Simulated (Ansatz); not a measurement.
Sn2O6H4. Charge 0, multiplicity 1. Geometry r2SCAN-D4/def2-SVP, basis def2-TZVP, Ansatz.

Cartesian coordinates in Å:
```
Sn 0.3546 -0.6036 -1.8970
Sn -1.2200 2.1905 -1.2376
O -0.0294 2.2402 0.4577
O -1.1160 -0.0229 -0.3803
O 1.3395 -1.2432 0.5940
O 0.3353 -2.3239 0.6585
O 0.2956 1.3200 -2.3426
O -0.7467 -1.8731 1.4062
H 0.9029 2.2882 0.1941
H -0.5634 0.4796 0.2801
H -1.1939 -1.2573 0.7459
H 1.6415 -1.1943 1.5211
```

```
run  HOMO (eV)  LUMO (eV)
  A      -7.15      -2.12
  B      -6.94      -2.18
  C      -5.87      -2.89
  D      -9.36      -0.15
  E      -6.14      -2.79
```

In the def2 sets Sn takes a core potential; there is no spin–orbit coupling. LC-ωPBE has ω = 0.4 bohr⁻¹. The structure holds 2 bonds between oxygen atoms, so isomers without such links may lie far lower. Another isomer (singlet) lies 0.46 eV lower at PBE0-D4/def2-TZVP; other spin states weren't run for this one.

Q: The runs used LC-ωPBE, PBE, PBE0, r2SCAN, r2SCAN0. Estimate which is which.

A: A r2SCAN0 (25 % exact exchange); B PBE0 (25 % exact exchange); C PBE (0 % exact exchange); D LC-ωPBE (range-separated); E r2SCAN (0 % exact exchange). Exact exchange lowers occupied and raises empty levels; among semilocal functionals meta-GGAs tend to open the gap a little, and such runs are hard to tell apart. The gap grows from 2.98 eV (PBE) to 9.21 eV (LC-ωPBE).
